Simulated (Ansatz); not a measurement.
`CN[SiH2][GaH2]` + `PP` → `P[PH][GaH2]` + `CN[SiH3]` at 298.15 K and 1 bar (cleavage of the Ga–Si bond).

Computed with Ansatz on PBE0-D4/def2-TZVP structures; ΔE is electronic, products minus reactants. CBS: MP2 limit from def2 TZ/QZ plus the TZ coupled-cluster correction, frozen cores. This one scheme is used for every species. For Ga outer-core shells are correlated without core-valence functions, which leaves a few kJ/mol of doubt a bond. Scalar relativity is left out up to krypton. One conformer a species, not always the lowest.

```json
{"species": "`CN[SiH2][GaH2]`", "CCSD(T)/CBS energy (Eh)": "-2310.57822", "H − E (kJ/mol)": "245.7", "S (J/(mol·K))": "373.9"}
{"species": "`PP`", "CCSD(T)/CBS energy (Eh)": "-684.26248", "H − E (kJ/mol)": "105.7", "S (J/(mol·K))": "273.8"}
{"species": "`P[PH][GaH2]`", "CCSD(T)/CBS energy (Eh)": "-2608.80809", "H − E (kJ/mol)": "127.6", "S (J/(mol·K))": "332.9"}
{"species": "`CN[SiH3]`", "CCSD(T)/CBS energy (Eh)": "-386.04948", "H − E (kJ/mol)": "224.3", "S (J/(mol·K))": "300.3"}
```

H − E and S are ideal-gas, rigid-rotor, harmonic terms from PBE0-D4/def2-TZVP, for one conformer and one mirror image of each species. 1 Eh = 2625.50 kJ/mol, R = 8.31446 J/(mol·K).

**Question.** By hand: ΔE, ΔH, ΔS and ΔG.

**Answer.** ΔE = (-2608.80809) + (-386.04948) − (-2310.57822) − (-684.26248) = -0.01687 Eh = -44.3 kJ/mol. Δ(H − E) = 127.6 + 224.3 − 245.7 − 105.7 = 0.5, so ΔH = -43.8 kJ/mol. ΔS = 332.9 + 300.3 − 373.9 − 273.8 = -14.5 J/(mol·K). ΔG = -43.8 − 298.15 × (-14.5)/1000 = -39.5 kJ/mol.

**Question.** By hand: the equilibrium constant, and the temperature at which ΔG would vanish if ΔH and ΔS stayed fixed.

**Answer.** log₁₀ K = −ΔG/(RT ln 10) = 6.9. ΔG = 0 at ΔH/ΔS = 3021 K, far beyond where these terms or the molecules hold.

The number of gas molecules stays the same, so ΔS is small and ΔH decides. A doubt of 5 kJ/mol in ΔE shifts log₁₀ K by 0.9 here. Other conformers and mirror images would add mixing entropy, several J/(mol·K) or more a flexible species. These are equilibria of isolated gas molecules and say nothing of rates. Largest T1 diagnostic: 0.014 (customary marks: 0.02 for closed shells, 0.045 for open ones).
